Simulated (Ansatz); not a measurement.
Reaction R1 → P1 + P2, each structure at its B3LYP-D3(BJ)/def2-TZVP stationary point, reached from a drawn start (curvature not checked).
R1, H4W (SMILES [WH4]) (charge 0, multiplicity 3):
```xyz
5

W      0.000     0.000     0.000
H      0.994     0.974     0.994
H      0.981    -0.993    -0.989
H     -0.976     1.001    -0.987
H     -1.000    -0.982     0.981
```
P1, H3W (SMILES [WH3]) (charge 0, multiplicity 4):
```xyz
4

W     -0.002    -0.001    -0.364
H      1.647    -0.009     0.111
H     -0.814     1.431     0.120
H     -0.831    -1.421     0.133
```
P2: H atom, charge 0, multiplicity 2.

P less R. No zero-point or thermal terms; open shells are unrestricted; no spin–orbit coupling. The spin states of the d-block species are the ones drawn and need not be the lowest.

Correlated levels freeze the cores.

Run with Ansatz (a program for electronic structure) with Gaussian orbitals. No computed number here is a measurement. Elements past Kr take the def2 small-core potentials, without spin–orbit coupling.

Total energies in hartree:

| structure | PBE/def2-TZVPP | CCSD(T)/def2-QZVPP |
|---|---|---|
| R1 | -69.403828 | -68.885387 |
| P1 | -68.792034 | -68.272066 |
| P2 | -0.499616 | -0.499983 |

### Question
Work out the reaction energy at each level in eV (1 hartree = 27.21139 eV), and say how far PBE/def2-TZVPP lies from CCSD(T)/def2-QZVPP.

### Answer
- PBE/def2-TZVPP: (-68.792034) + (-0.499616) − (-69.403828) = 0.112178 hartree = 3.053 eV
- CCSD(T)/def2-QZVPP: (-68.272066) + (-0.499983) − (-68.885387) = 0.113338 hartree = 3.084 eV
PBE/def2-TZVPP less CCSD(T)/def2-QZVPP: -0.031 eV. CCSD(T)/def2-QZVPP is the level counted from, the highest shown, and no exact or measured value.
